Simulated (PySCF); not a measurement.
An unknown shows these calculated signals:

1H NMR (500 MHz, computed): δ 6.58 (m, 1H), 6.54 (m, 1H), 6.42 (m, 1H).

13C{1H} NMR (computed): δ 146.9 (CH2), 140.6 (CH).

Theoretical values (PySCF): shielding tensors at B97-2/pcSseg-2 (GIAO), PBE0-D3(BJ)/def2-TZVP geometry. Non-relativistic Hamiltonian, equivalent nuclei averaged, in vacuum, one conformer.

References, each an isolated molecule treated in the same way: TMS for 1H (σref 31.64) and 13C (σref 185.38).

Which of these does the molecule contain: a (CH3)2CH unit, a non-aromatic C=C double bond, a nitrile, a vinyl group CH=CH2, a heteroaromatic ring?

Answers


- A (CH3)2CH unit: no.
- A non-aromatic C=C double bond: yes.
- A nitrile: no.
- A vinyl group CH=CH2: yes (δC 146.9, 140.6; δH 6.58 (m), 6.54 (m), 6.42 (m)).
- A heteroaromatic ring: no.

The data belong to SMILES Cl[Si](C=C)(Cl)Cl, C$_{2}$H$_{3}$Cl$_{3}$Si; they needn't prove each group on their own.

Carbon signals by region: 2 in the sp2 and nitrile region (100–160 ppm).

Shifts are as computed. Against solution values, carbons near 30 ppm lie about +3 ppm off and those near 130 ppm about +7 ppm. Of 1211 compounds with measured shifts, 218 miss one by over three times the rms of a fit or turn the order of signals round; such compounds aren't used in these exercises. Multiplicities follow the n + 1 count of equivalent neighbours, as no J values were calculated; m marks all less simple cases, F and P coupling included.
